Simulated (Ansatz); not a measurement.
Mulliken charges of `O[CH2][Ga]([OH])[OH]` from ωB97M-V/def2-TZVPP in Ansatz (PBE0-D4/def2-TZVP geometry).

```json
{"atom": "O1", "x (Å)": "-1.967", "y (Å)": "0.002", "z (Å)": "-0.790", "charge (e)": "-0.315"}
{"atom": "C2", "x (Å)": "-1.244", "y (Å)": "-0.283", "z (Å)": "0.392", "charge (e)": "-0.202"}
{"atom": "Ga3", "x (Å)": "0.691", "y (Å)": "-0.026", "z (Å)": "0.090", "charge (e)": "0.614"}
{"atom": "O4", "x (Å)": "0.953", "y (Å)": "1.068", "z (Å)": "-1.302", "charge (e)": "-0.444"}
{"atom": "O5", "x (Å)": "2.197", "y (Å)": "-0.582", "z (Å)": "0.869", "charge (e)": "-0.402"}
{"atom": "H6", "x (Å)": "-1.542", "y (Å)": "0.728", "z (Å)": "-1.255", "charge (e)": "0.196"}
{"atom": "H7", "x (Å)": "-1.574", "y (Å)": "0.345", "z (Å)": "1.232", "charge (e)": "0.109"}
{"atom": "H8", "x (Å)": "-1.461", "y (Å)": "-1.317", "z (Å)": "0.671", "charge (e)": "0.114"}
{"atom": "H9", "x (Å)": "1.870", "y (Å)": "1.247", "z (Å)": "-1.515", "charge (e)": "0.170"}
{"atom": "H10", "x (Å)": "2.077", "y (Å)": "-1.181", "z (Å)": "1.608", "charge (e)": "0.159"}
```

Question: By hand: the dipole of these point charges (1 e Å = 4.8032 D).

Answer: Σ q r = (-0.003, -0.145, 0.417) e Å, of length 0.442 e Å = 2.12 D.

Question: How does the dipole of the full density compare? (Best estimate.)

Answer: The calculation gave: (0.149, -0.110, 0.396) e Å, 2.10 D; the point charges give 1.01 times that, at 21° from its direction.

Point charges leave out the atoms' own dipoles, such as those of lone pairs, and Mulliken's split depends on the basis, so the two needn't agree.
